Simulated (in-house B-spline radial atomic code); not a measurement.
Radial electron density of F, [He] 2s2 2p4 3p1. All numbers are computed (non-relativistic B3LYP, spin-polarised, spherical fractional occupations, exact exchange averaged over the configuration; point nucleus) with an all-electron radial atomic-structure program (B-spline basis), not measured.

Columns: r (bohr), 4πr²n(r) (electrons per bohr), bar.

```
 0.00714   0.2542 #
 0.00867   0.3647 ##
  0.0105   0.5175 ##
  0.0128   0.7378 ###
  0.0155    1.031 #####
  0.0189    1.441 #######
  0.0229    1.969 #########
  0.0279    2.672 ############
  0.0338    3.527 ################
  0.0411    4.577 #####################
  0.0499    5.765 ##########################
  0.0607    7.038 ################################
  0.0737    8.239 #####################################
  0.0895    9.195 ##########################################
   0.109    9.697 ############################################
   0.132    9.556 ###########################################
    0.16    8.738 ########################################
   0.195    7.343 #################################
   0.237    5.794 ##########################
   0.288    4.567 #####################
   0.349    4.057 ##################
   0.424    4.331 ####################
   0.515    5.092 #######################
   0.626    5.782 ##########################
   0.761    5.881 ###########################
   0.924    5.199 ########################
    1.12    3.949 ##################
    1.36    2.533 ###########
    1.66    1.334 ######
    2.01   0.6087 ###
    2.44   0.2592 #
    2.97   0.1518 #
    3.61   0.1547 #
    4.38   0.1798 #
    5.32   0.1813 #
    6.46   0.1472 #
    7.85  0.09284 
    9.54  0.04378 
    11.6  0.01481 
    14.1 0.003423 
    17.1 0.0005195 
    20.8 4.545e-05
```

On this grid the curve has 3 maxima, near 0.109, 0.761, 5.32 bohr.

The 3p up radial function P(r) = rR(r), positive near the nucleus:

```json
{"r (bohr)": "0.0128", "P": "0.000572"}
{"r (bohr)": "0.0189", "P": "0.001214"}
{"r (bohr)": "0.0279", "P": "0.002541"}
{"r (bohr)": "0.0411", "P": "0.005205"}
{"r (bohr)": "0.0607", "P": "0.01043"}
{"r (bohr)": "0.0895", "P": "0.02008"}
{"r (bohr)": "0.132", "P": "0.03669"}
{"r (bohr)": "0.195", "P": "0.06242"}
{"r (bohr)": "0.288", "P": "0.09579"}
{"r (bohr)": "0.424", "P": "0.127"}
{"r (bohr)": "0.626", "P": "0.1356"}
{"r (bohr)": "0.924", "P": "0.09587"}
{"r (bohr)": "1.36", "P": "-0.004013"}
{"r (bohr)": "2.01", "P": "-0.1542"}
{"r (bohr)": "2.97", "P": "-0.3137"}
{"r (bohr)": "4.38", "P": "-0.4224"}
{"r (bohr)": "6.46", "P": "-0.3837"}
{"r (bohr)": "9.54", "P": "-0.2092"}
{"r (bohr)": "14.1", "P": "-0.05851"}
{"r (bohr)": "20.8", "P": "-0.006742"}
```
